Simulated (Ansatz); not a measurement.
Reaction (cleavage of the Zn–Ga bond): `CO[CH2][GaH][ZnH]` + CH₃NH₂ → `C[NH][ZnH]` + `CO[CH2][GaH2]`

Program: Ansatz. Geometries: PBE0-D4/def2-TZVP. ΔE: electronic, gas phase. CCSD(T)/CBS adds triple-zeta CCSD(T) − MP2 to the extrapolated MP2 energy (def2 sets, frozen cores). Functionals use def2-TZVPP. For Ga, Zn outer-core shells are correlated without core-valence functions, which leaves a few kJ/mol of doubt a bond. Scalar relativity is left out up to krypton. Each species was taken in one conformer, which may not be the lowest.

`CO[CH2][GaH][ZnH]`:

Cartesian coordinates in Å:
```
C -0.604 -0.190 1.586
O 0.737 -0.099 1.221
C 1.024 -0.866 0.068
Ga 0.371 -0.077 -1.660
Zn -0.709 2.124 -1.755
H -0.761 0.445 2.459
H -0.888 -1.223 1.836
H -1.269 0.153 0.774
H 0.683 -1.906 0.196
H 2.117 -0.915 -0.011
H 0.718 -0.970 -2.927
H -1.417 3.523 -1.788
```

CH₃NH₂:

```xyz
7

C    -0.039   -0.084    0.561
N     0.117    0.440   -0.785
H    -0.250   -1.161    0.625
H    -0.852    0.445    1.063
H     0.870    0.112    1.134
H    -0.719    0.278   -1.331
H     0.874   -0.030   -1.266
```

`C[NH][ZnH]`:

Cartesian coordinates in Å:
```
C 0.259 0.973 -0.409
N -0.523 -0.212 -0.144
Zn -0.080 -1.644 0.870
H -0.231 1.892 -0.058
H 1.223 0.920 0.103
H 0.479 1.107 -1.477
H -1.417 -0.185 -0.606
H 0.289 -2.850 1.721
```

`CO[CH2][GaH2]`:

Cartesian coordinates in Å:
```
C -0.364 -1.385 -1.120
O -0.345 -0.076 -0.616
C 0.353 0.036 0.615
Ga 0.137 1.989 0.949
H -0.918 -1.373 -2.059
H 0.655 -1.751 -1.307
H -0.857 -2.071 -0.419
H 1.398 -0.282 0.499
H -0.109 -0.600 1.383
H -1.158 2.514 1.667
H 1.210 3.000 0.408
```

CCSD(T)/CBS gives +0.34 eV.

(1) Another level gave +0.36 eV. Which?
A. LC-ωPBE/def2-TZVPP
B. PBE0-D4/def2-TZVPP
C. BLYP/def2-TZVPP
D. CCSD/def2-TZVPP

Largest T1 diagnostic among the species: 0.015.

## Answers

(1) C. BLYP 0.36, LC-ωPBE 0.22, CCSD/def2-TZVPP 0.29, PBE0-D4 0.43 eV.

Leaving LDA and LC-ωPBE aside and taking each functional with its dispersion term where it has one, the values, not all of them listed here, spread over 0.16 eV, from CAM-B3LYP-D4 to HSE06-D4. LDA lies −0.08 eV from PBE without D4. In def2-TZVPP, CCSD(T) changes the Hartree–Fock value by −0.05 eV (the triples alone add −0.00 eV) and MP2 by −0.14 eV.
